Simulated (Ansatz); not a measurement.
Consider the cleavage of the Si–Si bond: `C[SiH](Cl)[SiH2]F` + `F[SiH](F)S` → `F[SiH2]S[SiH](F)F` + `C[SiH2]Cl`.

Calculated with Ansatz (gas phase, PBE0-D4/def2-TZVP geometries, no zero-point term in ΔE). CBS: MP2 limit from def2 TZ/QZ plus the TZ coupled-cluster correction, frozen cores. DFT in def2-TZVPP. B3LYP here is the variant with VWN-RPA as its local correlation; programs differ in this. HSE06 is defined as in plane-wave codes. One conformer a species, not always the lowest.

`C[SiH](Cl)[SiH2]F`:

```xyz
11

C    -1.414   -0.946   -0.457
Si    0.199   -0.078   -0.787
Cl   -0.131    1.574   -1.995
Si    1.193    0.830    1.133
F     1.473   -0.330    2.212
H    -2.121   -0.280    0.042
H    -1.862   -1.292   -1.391
H    -1.243   -1.814    0.187
H     1.135   -0.971   -1.520
H     2.488    1.483    0.814
H     0.282    1.823    1.761
```

`F[SiH](F)S`:

```xyz
6

F     0.943    0.011   -1.415
Si   -0.018   -0.445   -0.240
F     0.920   -1.184    0.802
S    -0.990    1.202    0.637
H    -1.022   -1.385   -0.758
H     0.166    1.803    0.974
```

`F[SiH2]S[SiH](F)F`:

Cartesian coordinates in Å:
```
F -0.771 2.140 1.127
Si 0.000 1.602 -0.158
S 1.402 0.091 0.397
Si 0.160 -1.597 0.177
F -0.114 -1.908 -1.352
F -1.261 -1.336 0.829
H -0.997 1.060 -1.103
H 0.791 2.717 -0.714
H 0.790 -2.769 0.798
```

`C[SiH2]Cl`:

```xyz
8

C    -0.142   -0.714   -0.701
Si    0.023    0.675    0.521
Cl    1.428    0.180    1.947
H    -0.888   -0.459   -1.459
H    -0.458   -1.633   -0.202
H     0.809   -0.904   -1.203
H    -1.254    0.930    1.232
H     0.482    1.924   -0.134
```

```json
{"level": "LDA (SPW92)", "ΔE (kJ/mol)": "-70.9", "difference from CCSD(T)/CBS": "10.5"}
{"level": "PBE-D4", "ΔE (kJ/mol)": "-69.4", "difference from CCSD(T)/CBS": "12.0"}
{"level": "revPBE-D4", "ΔE (kJ/mol)": "-71.2", "difference from CCSD(T)/CBS": "10.2"}
{"level": "BLYP-D4", "ΔE (kJ/mol)": "-73.5", "difference from CCSD(T)/CBS": "7.9"}
{"level": "r2SCAN-D4", "ΔE (kJ/mol)": "-80.7", "difference from CCSD(T)/CBS": "0.7"}
{"level": "B97M-V", "ΔE (kJ/mol)": "-78.8", "difference from CCSD(T)/CBS": "2.6"}
{"level": "PBE0-D4", "ΔE (kJ/mol)": "-74.0", "difference from CCSD(T)/CBS": "7.4"}
{"level": "B3LYP-D4", "ΔE (kJ/mol)": "-76.8", "difference from CCSD(T)/CBS": "4.6"}
{"level": "r2SCAN0-D4", "ΔE (kJ/mol)": "-82.4", "difference from CCSD(T)/CBS": "-1.0"}
{"level": "HSE06-D4", "ΔE (kJ/mol)": "-74.0", "difference from CCSD(T)/CBS": "7.4"}
{"level": "BHLYP-D4", "ΔE (kJ/mol)": "-82.4", "difference from CCSD(T)/CBS": "-1.0"}
{"level": "CAM-B3LYP-D4", "ΔE (kJ/mol)": "-78.3", "difference from CCSD(T)/CBS": "3.1"}
{"level": "ωB97X-V", "ΔE (kJ/mol)": "-78.2", "difference from CCSD(T)/CBS": "3.2"}
{"level": "ωB97M-V", "ΔE (kJ/mol)": "-84.6", "difference from CCSD(T)/CBS": "-3.2"}
{"level": "B2PLYP", "ΔE (kJ/mol)": "-80.5", "difference from CCSD(T)/CBS": "0.9"}
{"level": "PBE-QIDH", "ΔE (kJ/mol)": "-81.9", "difference from CCSD(T)/CBS": "-0.5"}
{"level": "PBE", "ΔE (kJ/mol)": "-68.2", "difference from CCSD(T)/CBS": "13.2"}
{"level": "revPBE", "ΔE (kJ/mol)": "-66.5", "difference from CCSD(T)/CBS": "14.9"}
{"level": "BLYP", "ΔE (kJ/mol)": "-70.3", "difference from CCSD(T)/CBS": "11.1"}
{"level": "r2SCAN", "ΔE (kJ/mol)": "-80.7", "difference from CCSD(T)/CBS": "0.7"}
{"level": "PBE0", "ΔE (kJ/mol)": "-73.1", "difference from CCSD(T)/CBS": "8.3"}
{"level": "B3LYP", "ΔE (kJ/mol)": "-74.6", "difference from CCSD(T)/CBS": "6.8"}
{"level": "r2SCANh", "ΔE (kJ/mol)": "-81.4", "difference from CCSD(T)/CBS": "0.0"}
{"level": "r2SCAN0", "ΔE (kJ/mol)": "-82.3", "difference from CCSD(T)/CBS": "-0.9"}
{"level": "HSE06", "ΔE (kJ/mol)": "-73.2", "difference from CCSD(T)/CBS": "8.2"}
{"level": "BHLYP", "ΔE (kJ/mol)": "-80.8", "difference from CCSD(T)/CBS": "0.6"}
{"level": "CAM-B3LYP", "ΔE (kJ/mol)": "-77.5", "difference from CCSD(T)/CBS": "3.9"}
{"level": "RPA@PBE/def2-TZVPP", "ΔE (kJ/mol)": "-76.3", "difference from CCSD(T)/CBS": "5.1"}
{"level": "HF/def2-SVP", "ΔE (kJ/mol)": "-81.8", "difference from CCSD(T)/CBS": "-0.4"}
{"level": "MP2/def2-SVP", "ΔE (kJ/mol)": "-84.6", "difference from CCSD(T)/CBS": "-3.2"}
{"level": "CCSD/def2-SVP", "ΔE (kJ/mol)": "-76.4", "difference from CCSD(T)/CBS": "5.0"}
{"level": "CCSD(T)/def2-SVP", "ΔE (kJ/mol)": "-76.4", "difference from CCSD(T)/CBS": "5.0"}
{"level": "HF/def2-TZVPP", "ΔE (kJ/mol)": "-85.4", "difference from CCSD(T)/CBS": "-4.0"}
{"level": "MP2/def2-TZVPP", "ΔE (kJ/mol)": "-89.0", "difference from CCSD(T)/CBS": "-7.6"}
{"level": "CCSD/def2-TZVPP", "ΔE (kJ/mol)": "-79.2", "difference from CCSD(T)/CBS": "2.2"}
{"level": "CCSD(T)/def2-TZVPP", "ΔE (kJ/mol)": "-79.5", "difference from CCSD(T)/CBS": "1.9"}
{"level": "MP2/def2-QZVPP", "ΔE (kJ/mol)": "-90.2", "difference from CCSD(T)/CBS": "-8.8"}
{"level": "SCS-MP2/def2-QZVPP", "ΔE (kJ/mol)": "-87.6", "difference from CCSD(T)/CBS": "-6.2"}
{"level": "MP2/CBS(def2)", "ΔE (kJ/mol)": "-90.8", "difference from CCSD(T)/CBS": "-9.4"}
{"level": "CCSD/CBS(def2)", "ΔE (kJ/mol)": "-81.0", "difference from CCSD(T)/CBS": "0.4"}
{"level": "CCSD(T)/CBS", "ΔE (kJ/mol)": "-81.4", "difference from CCSD(T)/CBS": "0"}
```

Largest T1 diagnostic among the species: 0.012.

At CCSD(T), def2-SVP lies +5.0 kJ/mol from the extrapolated value and def2-TZVPP +1.9 kJ/mol. From PBE to PBE0 (25 % exact exchange), in def2-TZVPP and without D4, ΔE moves by −4.9 kJ/mol. Leaving LDA and LC-ωPBE aside and taking each functional with its dispersion term where it has one, the values spread over 15.2 kJ/mol, from ωB97M-V to PBE-D4.

CCSD(T)/CBS has its own doubt, a few kJ/mol and more with outer-core shells, so smaller differences from it don't rank the levels.
